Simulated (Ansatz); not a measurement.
CH₆F₂O₂Si₂ (`O[SiH](O)C[SiH](F)F`), relaxed with RKS PBE0-D4/def2-TZVP in Ansatz from a GFN2-xTB geometry. The force threshold is 0.005 eV/Å; the program also tests the step.

Charge 0, multiplicity 1.

Start:

```xyz
13

O    -1.452    1.558    1.531
Si   -0.954    0.782    0.202
O    -0.250    1.886   -0.760
C     0.272   -0.550    0.783
Si    1.003   -1.503   -0.652
F     1.372   -0.472   -1.835
F     2.454   -2.089   -0.305
H    -1.762    2.456    1.466
H    -2.086    0.173   -0.496
H     0.309    1.610   -1.480
H    -0.226   -1.222    1.476
H     1.072   -0.069    1.348
H     0.247   -2.562   -1.278
```

Q: How much energy does the relaxation release, and in how many steps? (Estimate.)

A: Computed: 0.11 eV, in 12 steps, 2 of them rejected.

Q: Which bonds change most? (Estimate.)

A: The calculation gave: Si2–C4 from 1.901 to 1.864 Å; C4–Si5 from 1.871 to 1.835 Å; Si5–H13 from 1.444 to 1.476 Å; Si2–H9 from 1.463 to 1.489 Å.

Q: Give the relaxed structure. (An estimate is asked.)

A: The calculation gave: 
```xyz
13

O    -1.409    1.539    1.577
Si   -0.890    0.816    0.206
O    -0.151    1.951   -0.717
C     0.300   -0.521    0.725
Si    1.021   -1.499   -0.650
F     1.305   -0.518   -1.883
F     2.428   -2.119   -0.248
H    -1.961    2.318    1.491
H    -2.031    0.220   -0.542
H     0.309    1.650   -1.504
H    -0.206   -1.203    1.418
H     1.113   -0.036    1.279
H     0.172   -2.597   -1.152
```
